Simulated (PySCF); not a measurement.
**Shifts of the heteroatoms**

Mapped SMILES: `[CH3:1][C@@H:2]([F:3])[C@H:4]1[CH2:5][CH2:6][Si@@H:7]1[CH3:8]`; H(Xn) means a hydrogen on atom n. Ha(C5), Ha(C6) are cis to C2 on the ring; Hb(C5), Hb(C6) are trans to C2 on the ring.

In vacuum, single conformer, averaged over atoms made equivalent by symmetry, fast rotation or ring inversion, non-relativistic Hamiltonian. NMR shieldings at PBE0/pcSseg-1/GIAO; geometry: GFN2-xTB; PySCF 2.14.

Q: Where does ¹⁹F resonate?

A: 
| atoms | environment | σ (ppm) | δ (ppm) |
| --- | --- | --- | --- |
| F3 | fluorine on an sp3 carbon | 366.2 | -169.8 |

Shieldings were converted by a linear fit to measured shifts: ¹⁹F: δ = 146.13 − 0.903σ +14.6 on sp3 carbon (rms 6.0 ppm, 223 shifts, 7.0 ppm with the 5 outliers that the fit left out vs CFCl3, solution or neat liquid). Occasional misses reach two or three times the rms, and more in compound classes unlike the fitted ones.

On a 400 MHz spectrometer ¹⁹F resonates near 376.4 MHz, so 1 ppm is 376.4 Hz.

Q: Predict the ²⁹Si NMR data.

A: 
```json
{"atoms": "Si7", "environment": "silicon bonded to 3 C, H, in a 4-membered ring", "σ (ppm)": "352.9", "δ (ppm)": "-10.1"}
```

Shieldings were converted by a linear fit to measured shifts: ²⁹Si (scatter 8.9 ppm rms, 25.8 ppm with the 6 outliers that the fit left out vs TMS, solution or neat liquid). A few per cent of atoms miss by over 2 rms, more outside the fitted compound classes.

On a 600 MHz spectrometer ²⁹Si resonates near 119.2 MHz, so 1 ppm is 119.2 Hz.
